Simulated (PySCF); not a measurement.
Work out the structure from these simulated measurements.

Formula: C3H8FNO2Si.

| Property | Result |
| --- | --- |
| Triplet | lowest triplet excitation (Tamm–Dancoff): 6.67 eV [TDA CAM-B3LYP/def2-SVPD] |
| 13C NMR | chemical shifts (computed TMS as zero) by class: 73.5 (1 C), 71.8 (1 C), 25.8 (1 C) ppm [GIAO PBE0/pcSseg-1] |
| Rotational structure | rotational constants A, B, C: 2.913, 1.419, 1.313 GHz [GFN2-xTB] |
| UV, first state | lowest singlet excitation: 7.06 eV (176 nm, f = 0.039) [TDDFT CAM-B3LYP/def2-SVPD] |
| Polarisability | 67.9 au [CAM-B3LYP/def2-SVPD] |
| NMR, other nuclei | isotropic shieldings of nuclei other than C and H, by class: 247 (1 N), 263 (1 O), 299 (1 O), 314 (1 F), 390 (1 Si) ppm [GIAO PBE0/pcSseg-1] |

The electronic properties come from PySCF, for the isolated species, density fitting. Levels stand in brackets. One conformer (not necessarily the lowest) at the GFN2-xTB geometry, without solvent, vibrations or thermal averaging. NMR values are class means; diastereotopic atoms form classes of their own.

Q: What is the compound? Reason from the data.

A: Numbering: `[CH3:1][C@@H:2]1[CH2:3][O:4][Si@@:5]([NH2:6])([F:7])[O:8]1`. Its formula, C3H8FNO2Si, gives 1 degree of unsaturation: 1 ring and 0 π bonds in the structure found. 3 carbons fall into 3 classes; from least to most shielded: ring sp3 carbon bound to oxygen [C2] (73.5 ppm), ring sp3 carbon bound to oxygen [C3] (71.8 ppm), methyl carbon [C1] (25.8 ppm). The other shieldings belong to: 247 ppm, silicon-bound nitrogen [N6]; 263 ppm, silyl ether oxygen [O8]; 299 ppm, silyl ether oxygen [O4]; 314 ppm, silicon-bound fluorine [F7]; 390 ppm, fluorine-bound silicon [Si5]. The optimised geometry has point group C1 and is an asymmetric top. Structure: `C[C@H]1O[Si@](OC1)(N)F`. The assignments are read from this structure; whether some other isomer fits the data as well wasn't checked. The mirror image fits equally.
